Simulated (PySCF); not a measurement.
**PySCF run on GeH⁺**

File input.py (PySCF 2.14):

```python
from pyscf import gto, scf, solvent

mol = gto.M(
    atom='Ge 0 0 0; H 0 0 1.58',
    basis='6-31g*',
    charge=1,
    spin=0,
    verbose=4,
)
mf = scf.RHF(mol)
mf = solvent.PCM(mf)
mf.with_solvent.eps = 4.71
mf.kernel()
mf.analyze()
print('orbital energies (hartree):', mf.mo_energy[..., max(0, mol.nelec[1]-3):mol.nelec[0]+3].round(4))
```

```bash
$ OMP_NUM_THREADS=1 python input.py
```

It prints (some set-up lines removed):

```
PySCF version 2.14.0

[INPUT] verbose = 4
[INPUT] num. atoms = 2
[INPUT] num. electrons = 32
[INPUT] charge = 1
[INPUT] spin (= nelec alpha-beta = 2S) = 0
[INPUT] symmetry False subgroup None
[INPUT] Mole.unit = angstrom
[INPUT] Symbol           X                Y                Z      unit          X                Y                Z       unit  Magmom
[INPUT]  1 Ge     0.000000000000   0.000000000000   0.000000000000 AA    0.000000000000   0.000000000000   0.000000000000 Bohr   0.0
[INPUT]  2 H      0.000000000000   0.000000000000   1.580000000000 AA    0.000000000000   0.000000000000   2.985767276813 Bohr   0.0

nuclear repulsion = 10.717513132557
number of shells = 14
number of NR pGTOs = 99
number of NR cGTOs = 34
basis = 6-31g*
ecp = {}

******** <class 'pyscf.solvent._attach_solvent.PCMRHF'> ********
method = PCMRHF
initial guess = minao
damping factor = 0
level_shift factor = 0
DIIS = <class 'pyscf.scf.diis.CDIIS'>
diis_start_cycle = 1
diis_space = 8
diis_damp = 0
SCF conv_tol = 1e-09
SCF conv_tol_grad = None
SCF max_cycles = 50
direct_scf = True
direct_scf_tol = 1e-13
******** <class 'pyscf.solvent.pcm.PCM'> (In testing) ********

WARN: PCM is an experimental feature. It is still in testing.
Features and APIs may be changed in the future.

lebedev_order = 29 (302 grids per sphere)
eps = 4.71
frozen = False
Set gradient conv threshold to 3.16228e-05
Initial guess from minao.
PCM E_diel = -0.000113648874532112
Solvent Energy = -0.000113648874532112
init E= -2074.70454582687
  HOMO = -0.249355983433987  LUMO = -0.059618367384854  gap/eV = 5.16302
PCM E_diel = -0.0872158378086163
Solvent Energy = -0.0872158378086163
cycle= 1 E= -2075.39408931379  delta_E= -0.69  |g|= 0.245  |ddm|= 1.21
  HOMO = -0.508594574360599  LUMO = -0.121089424245177  gap/eV = 10.54455
PCM E_diel = -0.0848123045211712
Solvent Energy = -0.0848123045211712
cycle= 2 E= -2075.41903839868  delta_E= -0.0249  |g|= 0.135  |ddm|= 0.62
  HOMO = -0.493993282231256  LUMO = -0.099526201172813  gap/eV = 10.73400
PCM E_diel = -0.0846866001466212
Solvent Energy = -0.0846866001466212
cycle= 3 E= -2075.42098162328  delta_E= -0.00194  |g|= 0.0227  |ddm|= 0.065
  HOMO = -0.486639982767294  LUMO = -0.0875557133963352  gap/eV = 10.85964
PCM E_diel = -0.084569706777351
Solvent Energy = -0.084569706777351
cycle= 4 E= -2075.42126972219  delta_E= -0.000288  |g|= 0.00447  |ddm|= 0.0591
  HOMO = -0.486467660078722  LUMO = -0.0872967383014938  gap/eV = 10.86199
PCM E_diel = -0.0845667500821518
Solvent Energy = -0.0845667500821518
cycle= 5 E= -2075.42128311073  delta_E= -1.34e-05  |g|= 0.000676  |ddm|= 0.0151
  HOMO = -0.486568649520809  LUMO = -0.0873573099058223  gap/eV = 10.86309
PCM E_diel = -0.0845713029379039
Solvent Energy = -0.0845713029379039
cycle= 6 E= -2075.42128365388  delta_E= -5.43e-07  |g|= 7.49e-05  |ddm|= 0.00458
  HOMO = -0.486554417978992  LUMO = -0.0873610348640764  gap/eV = 10.86261
PCM E_diel = -0.0845716934280804
Solvent Energy = -0.0845716934280804
cycle= 7 E= -2075.42128365946  delta_E= -5.58e-09  |g|= 1.11e-05  |ddm|= 0.00038
  HOMO = -0.486553083956801  LUMO = -0.087359029634944  gap/eV = 10.86262
PCM E_diel = -0.0845717577803962
Solvent Energy = -0.0845717577803962
cycle= 8 E= -2075.42128365956  delta_E= -1e-10  |g|= 7.39e-07  |ddm|= 4.59e-05
  HOMO = -0.486552978908648  LUMO = -0.0873589905809352  gap/eV = 10.86262
PCM E_diel = -0.0845717605409569
Solvent Energy = -0.0845717605409569
Extra cycle  E= -2075.42128365956  delta_E= -4.55e-13  |g|= 2.09e-07  |ddm|= 1.87e-06
converged SCF energy = -2075.42128365956
**** SCF Summaries ****
Total Energy =                       -2075.421283659557048
Nuclear Repulsion Energy =              10.717513132556963
One-electron Energy =                -2905.049320109555538
Two-electron Energy =                  818.995095077982683
Two-electron Coulomb Energy =          896.521094435956229
DFT Exchange-Correlation Energy =      -77.525999357973546
HOMO-LUMO gap [eV] =                    10.862621713248767
**** MO energy ****
[5 lines left out]
MO #6   energy= -7.38712267164002  occ= 2
MO #7   energy= -5.35957917891319  occ= 2
MO #8   energy= -5.35957917891317  occ= 2
MO #9   energy= -5.34995616847157  occ= 2
MO #10  energy= -1.81483045218149  occ= 2
MO #11  energy= -1.81483045209775  occ= 2
MO #12  energy= -1.80275748970019  occ= 2
MO #13  energy= -1.80275748970017  occ= 2
MO #14  energy= -1.80134477003806  occ= 2
MO #15  energy= -0.755362823551425 occ= 2
MO #16  energy= -0.486552978908648 occ= 2
MO #17  energy= -0.0873589905809352 occ= 0
MO #18  energy= -0.0873589905809225 occ= 0
MO #19  energy= 0.109123701123394  occ= 0
[15 lines left out]
 ** Mulliken pop on meta-lowdin orthogonal AOs  **
 ** Mulliken pop  **
pop of  0 Ge 1s           2.00000
pop of  0 Ge 2s           1.99999
pop of  0 Ge 3s           1.99983
pop of  0 Ge 4s           1.84397
pop of  0 Ge 5s           0.00556
pop of  0 Ge 2px          2.00000
pop of  0 Ge 2py          2.00000
pop of  0 Ge 2pz          2.00000
pop of  0 Ge 3px          1.99993
pop of  0 Ge 3py          1.99993
pop of  0 Ge 3pz          1.99999
pop of  0 Ge 4px          0.00006
[22 lines left out]
 ** Mulliken atomic charges  **
charge of    0Ge =      1.02901
charge of    1H =     -0.02901

WARN: System has nonzero charge 1; the dipole moment is origin-dependent.
Location of origin: [0. 0. 0.]

Dipole moment(X, Y, Z, Debye):  0.00000,  0.00000,  0.84368
orbital energies (hartree): [-1.8013 -0.7554 -0.4866 -0.0874 -0.0874  0.1091]
```

In short: E(SCF) = -2075.421284 Eh, 8 cycles.

It ran on Arm Neoverse V1 (1 thread, shared host) in 2 s.

Stability towards an unrestricted solution was not tested. The bond length is a typed value, not an optimised one. The dipole of an ion depends on the origin.
